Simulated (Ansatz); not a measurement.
`B[C](=C)[AlH2]` + `F/C=C\S` → `F/C=C/[S][AlH2]` + `BC=C`  (ligand exchange at the Al–C bond)

Calculated with Ansatz (gas phase, PBE0-D4/def2-TZVP geometries, no zero-point term in ΔE). CCSD(T)/CBS is the MP2 limit (def2-TZVPP, def2-QZVPP) plus CCSD(T) − MP2 in def2-TZVPP, frozen cores. Double bonds are as drawn, so ΔE can hold a change between cis and trans. Functionals use def2-TZVPP. B3LYP here is the variant with VWN-RPA as its local correlation; programs differ in this. Each species was taken in one conformer, which may not be the lowest.

```csv
level,ΔE (kJ/mol)
r2SCAN-D4,-111.9
B3LYP,-95.2
HF/def2-TZVPP,-91.7
CCSD/def2-TZVPP,-99.7
```

Problem. What does CCSD(T)/CBS give? (Estimate.)

Solution. Ansatz gave: -104.2 kJ/mol. The listed levels differ from it by -7.7, 9.0, 12.5, 4.5 kJ/mol.

Largest T1 diagnostic among the species: 0.013.

In def2-TZVPP, CCSD(T) changes the Hartree–Fock value by −10.9 kJ/mol (the triples alone add −3.0 kJ/mol) and MP2 by −16.8 kJ/mol.
